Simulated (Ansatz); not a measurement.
Cs2I. The state is a doublet with charge 0. Geometry PBE-D4/def2-TZVP; atoms count from 1.

```
atom    x (Å)    y (Å)    z (Å)
 Cs1   0.8788   2.0829   1.2038
 Cs2   0.4876  -2.5064  -0.2007
  I3  -1.3664   0.4235  -1.0030
```

In the def2 sets Cs, I take a core potential; there is no spin–orbit coupling. The structure comes from a short search, and lower isomers may exist.

Q: Estimate the Mulliken populations from the PBE0/def2-TZVP orbitals of Ansatz.

A: 
```json
{"atom": "Cs1", "charge (e)": "0.38", "spin (α − β)": "0.50"}
{"atom": "Cs2", "charge (e)": "0.38", "spin (α − β)": "0.50"}
{"atom": "I3", "charge (e)": "-0.75", "spin (α − β)": "0.00"}
```
Mulliken values and Mayer orders depend strongly on the basis.

Q: Where does the spin sit?

A: Summed by element: Cs 1.00, I 0.00, of 1 unpaired in all. Largest on single atoms: Cs2 0.50, Cs1 0.50, I3 0.00.

Q: And the Mayer bond orders between bonded heavy atoms (over 0.3)?

A: Cs1–Cs2 0.51 (4.82 Å).
